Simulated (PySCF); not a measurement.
Species: 1-chloro-3-ethynylbenzene, C8H5Cl.
SMILES with atom numbers: `[CH:1]#[C:2][c:3]1[cH:4][cH:5][cH:6][c:7]([Cl:8])[cH:9]1` (hydrogens: H10 on C1; H11 on C4; H12 on C5; H13 on C6; H14 on C9)

The same species was optimised twice, with GFN2-xTB and with PBE0-D3(BJ)/def2-SVP (PySCF), and the same property calculations (PySCF, gas phase) were run on both structures.

| coordinate | GFN2-xTB | PBE0-D3(BJ)/def2-SVP | change |
| --- | --- | --- | --- |
| C2–C3 (Å) | 1.416 | 1.429 | +0.013 |
| C1≡C2 (Å) | 1.200 | 1.213 | +0.013 |
| C3–C4 (Å) | 1.395 | 1.405 | +0.010 |
| C3–C9 (Å) | 1.394 | 1.404 | +0.010 |
| C4–C5 (Å) | 1.382 | 1.391 | +0.009 |
| C7–C9 (Å) | 1.382 | 1.391 | +0.009 |
| C6–C7 (Å) | 1.387 | 1.395 | +0.008 |
| C5–C6 (Å) | 1.385 | 1.393 | +0.008 |
| C7–Cl8 (Å) | 1.732 | 1.732 | 0.000 |
| C4–C3–C9 (°) | 119.9 | 119.5 | -0.4 |
| C2–C3–C9 (°) | 119.8 | 120.0 | +0.2 |
| C3–C9–C7 (°) | 119.2 | 119.4 | +0.2 |
| C3–C4–C5 (°) | 119.9 | 120.0 | +0.1 |
| C5–C6–C7 (°) | 119.2 | 119.1 | -0.1 |
| C2–C3–C4 (°) | 120.3 | 120.4 | +0.1 |
| C4–C5–C6 (°) | 120.6 | 120.7 | +0.1 |
| C6–C7–Cl8 (°) | 119.5 | 119.4 | -0.1 |

Rotational constants: A = 2793, B = 897.0, C = 678.9 MHz (GFN2-xTB) against A = 2762, B = 885.1, C = 670.3 MHz (PBE0-D3(BJ)/def2-SVP). Point groups within 0.08 Å: Cs and Cs.

On the GFN2-xTB structure: isotropic polarisability (au) 106.8 [CAM-B3LYP/def2-SVPD]; HOMO (eV) -8.30 [CAM-B3LYP/def2-SVPD]; LUMO (eV) -0.32 [CAM-B3LYP/def2-SVPD]; dipole (D) 1.56 [CAM-B3LYP/def2-SVPD].

**Question.** What do these properties become on the PBE0-D3(BJ)/def2-SVP structure?

**Answer.** 
```json
{"property": "isotropic polarisability (au)", "level": "CAM-B3LYP/def2-SVPD", "on GFN2-xTB": "106.8", "on PBE0-D3(BJ)/def2-SVP": "108.7", "change": "+1.9"}
{"property": "HOMO (eV)", "level": "CAM-B3LYP/def2-SVPD", "on GFN2-xTB": "-8.30", "on PBE0-D3(BJ)/def2-SVP": "-8.28", "change": "+0.02"}
{"property": "LUMO (eV)", "level": "CAM-B3LYP/def2-SVPD", "on GFN2-xTB": "-0.32", "on PBE0-D3(BJ)/def2-SVP": "-0.37", "change": "-0.05"}
{"property": "dipole (D)", "level": "CAM-B3LYP/def2-SVPD", "on GFN2-xTB": "1.56", "on PBE0-D3(BJ)/def2-SVP": "1.54", "change": "-0.02"}
{"property": "energy, GFN2-xTB geometry as zero (kcal/mol)", "level": "CAM-B3LYP/def2-SVPD", "on GFN2-xTB": "0.0", "on PBE0-D3(BJ)/def2-SVP": "-0.7", "change": "-0.7"}
```

The heavy atoms differ by 0.016 Å rms after alignment. Among bonds between heavy atoms C1≡C2 and C2–C3 change most and about equally (+0.013 Å). Changes are differences of the printed values. Neither structure is proved a minimum here.
